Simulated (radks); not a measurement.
Species: Cs XV. Configuration: [Kr] 4d5 (the NIST ground configuration). All-electron calculation, scalar-relativistic Kohn-Sham, BLYP, spin-polarised, spherical densities, finite nucleus; open shells are filled with parallel spins first (spin-orbit coupling, left out, can overturn this in heavy ions); Fermi nuclear charge, rms radius 4.8041 fm. Program: a radial shooting solver on a logarithmic mesh with Libxc functionals.

Normalised radial functions P(r) = r R(r), r in bohr:

| r | 3d down | 4s down | 4p up |
|---|---|---|---|
| 0.0009127 | 0.0000 | 0.0695 | 0.0013 |
| 0.001329 | 0.0000 | 0.0957 | 0.0026 |
| 0.001936 | 0.0001 | 0.1303 | 0.0050 |
| 0.00282 | 0.0002 | 0.1742 | 0.0095 |
| 0.004107 | 0.0005 | 0.2269 | 0.0183 |
| 0.005981 | 0.0013 | 0.2839 | 0.0350 |
| 0.008711 | 0.0036 | 0.3330 | 0.0656 |
| 0.01269 | 0.0101 | 0.3500 | 0.1196 |
| 0.01848 | 0.0274 | 0.2964 | 0.2076 |
| 0.02691 | 0.0714 | 0.1292 | 0.3339 |
| 0.0392 | 0.1756 | -0.1604 | 0.4751 |
| 0.05664 | 0.3903 | -0.4674 | 0.5470 |
| 0.08249 | 0.7854 | -0.5509 | 0.4022 |
| 0.1201 | 1.3441 | -0.1323 | -0.0729 |
| 0.175 | 1.8507 | 0.6087 | -0.6671 |
| 0.2548 | 1.9095 | 0.7883 | -0.7278 |
| 0.3712 | 1.3431 | -0.1997 | 0.1640 |
| 0.5406 | 0.5651 | -1.3354 | 1.2327 |
| 0.7873 | 0.1180 | -1.2295 | 1.2611 |
| 1.147 | 0.0093 | -0.4346 | 0.5194 |
| 1.67 | 0.0002 | -0.0525 | 0.0771 |
| 2.432 | 0.0000 | -0.0015 | 0.0029 |

3d down: eigenvalue -1001.6 eV, 0 radial nodes, <r> = 0.272 bohr, 90 % of the charge inside 0.425 bohr. 4s down: eigenvalue -486.04 eV, 3 radial nodes at r = 0.0324, 0.129, 0.351 bohr, <r> = 0.667 bohr, 90 % of the charge inside 0.953 bohr. 4p up: eigenvalue -431.27 eV, 2 radial nodes at r = 0.115, 0.352 bohr, <r> = 0.698 bohr, 90 % of the charge inside 1.00 bohr.
